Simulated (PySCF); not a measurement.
**Molecular orbitals of CaTe⁺**

M06-L at R = 2.809 Å; basis Ca def2-SVP, Te def2-SVP with ECP28; scalar-relativistic core potentials; PySCF 2.14. State: ²Π (doublet), unpaired electrons π ↑. Only the outer orbitals are listed, counted within each symmetry, core potentials removing the inner ones.

| spin | orbital | occ. | ε (eV) | on Ca (%) | main shells (%) |
| --- | --- | --- | --- | --- | --- |
| α | 4π | 1 | -34.44 | 100 | 100 Ca p |
| α | 4π | 1 | -34.33 | 100 | 100 Ca p |
| α | 8σ | 1 | -34.21 | 99 | 99 Ca p |
| α | 9σ | 1 | -18.94 | 5 | 94 Te s |
| α | 10σ | 1 | -10.24 | 22 | 75 Te p, 11 Ca s |
| α | 5π | 1 | -10.18 | 10 | 90 Te p |
| α | 5π | 1 | -9.37 | 14 | 85 Te p, 11 Ca d |
| α | 11σ | 0 | -6.61 | 97 | 72 Ca s, 18 Ca d |
| α | 6π | 0 | -6.17 | 92 | 91 Ca d |
| α | 2δ | 0 | -6.08 | 100 | 100 Ca d |
| β | 4π | 1 | -34.41 | 100 | 100 Ca p |
| β | 4π | 1 | -34.34 | 100 | 100 Ca p |
| β | 8σ | 1 | -34.20 | 99 | 99 Ca p |
| β | 9σ | 1 | -18.19 | 6 | 93 Te s |
| β | 10σ | 1 | -9.94 | 24 | 73 Te p, 12 Ca s, 8 Ca d |
| β | 5π | 1 | -9.10 | 17 | 83 Te p, 13 Ca d |
| β | 5π | 0 | -8.91 | 16 | 84 Te p, 12 Ca d |
| β | 11σ | 0 | -6.67 | 98 | 65 Ca s, 28 Ca d |
| β | 2δ | 0 | -6.12 | 100 | 97 Ca d |

Problem. Which are the highest filled and the lowest empty level, where do they sit, and how wide is the gap?

Solution. Highest filled β 5π at -9.10 eV (in %: 83 Te p, 13 Ca d); lowest empty β 5π at -8.91 eV (in %: 84 Te p, 12 Ca d); the gap at M06-L is 0.19 eV. Both belong to one degenerate shell, split only by its one-sided filling, so this is no excitation gap.

- bond order (Mayer): 1.54
- ⟨S²⟩: 0.753
- charge on Ca (Mulliken, basis-dependent): 1.03
- charge on Ca (Löwdin, basis-dependent): 0.81
- dipole moment (positive dipole points towards Te; it is taken about the centre of mass and depends on that origin): -13.91 D

Spin–orbit coupling is left out. The state is the lowest determinant that a PBE0 search found; another state may lie lower at other levels.
